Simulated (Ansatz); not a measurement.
`CO[SiH2][SiH2]N` → `N[SiH3]` + `CO[SiH]`  (silylene formation by 1,1-elimination)

Gas-phase electronic energies from Ansatz, PBE0-D4/def2-TZVP geometries. CBS: MP2 limit from def2 TZ/QZ plus the TZ coupled-cluster correction, frozen cores. This one scheme is used for every species. Each species was taken in one conformer, which may not be the lowest.

`CO[SiH2][SiH2]N`:

Z-matrix (Å, degrees):
```
C
O 1 1.410
H 1 1.096 2 111.7
H 1 1.091 2 108.2 3 119.7
H 1 1.097 2 111.2 3 -121.4
Si 2 1.648 1 122.4 3 55.5
Si 6 2.350 2 112.8 1 -61.4
H 6 1.498 2 110.1 1 59.9
H 6 1.485 2 106.1 1 177.1
N 7 1.731 6 108.7 2 66.0
H 7 1.489 6 111.4 2 -51.4
H 7 1.500 6 108.1 2 -168.0
H 10 1.009 7 118.9 6 -169.4
H 10 1.008 7 118.7 6 52.1
```

`N[SiH3]`:

Z-matrix (Å, degrees):
```
Si
N 1 1.720
H 1 1.486 2 107.9
H 1 1.494 2 116.0 3 -120.3
H 1 1.486 2 107.9 3 119.4
H 2 1.007 1 119.6 3 -168.6
H 2 1.007 1 119.6 3 49.2
```

`CO[SiH]`:

Z-matrix (Å, degrees):
```
C
O 1 1.410
H 1 1.095 2 110.9
H 1 1.092 2 109.2 3 120.7
H 1 1.092 2 109.2 3 -120.7
Si 2 1.639 1 130.6 3 0.2
H 6 1.552 2 97.1 1 -0.0
```

| species | MP2/CBS(def2) energy (Eh) |
| --- | --- |
| `CO[SiH2][SiH2]N` | -751.45543 |
| `N[SiH3]` | -346.76101 |
| `CO[SiH]` | -404.62715 |

(1) Work out ΔE.

Largest T1 diagnostic among the species: 0.015.

Answers

(1) ΔE = (-346.76101) + (-404.62715) − (-751.45543) = 0.06727 Eh = +176.6 kJ/mol. CCSD(T)/CBS gives +166.6 kJ/mol.

In def2-TZVPP, CCSD(T) changes the Hartree–Fock value by +11.7 kJ/mol (the triples alone add +2.4 kJ/mol) and MP2 by +21.7 kJ/mol. The D4 term adds +17.0 kJ/mol with B3LYP and +9.9 kJ/mol with PBE0; it sums over pairs of atoms, weighted by their polarisabilities, and B3LYP, whose exchange is more repulsive, gets the larger term. From PBE to PBE0 (25 % exact exchange), in def2-TZVPP and without D4, ΔE moves by +11.7 kJ/mol.

B3LYP here is the variant with VWN-RPA as its local correlation; programs differ in this.
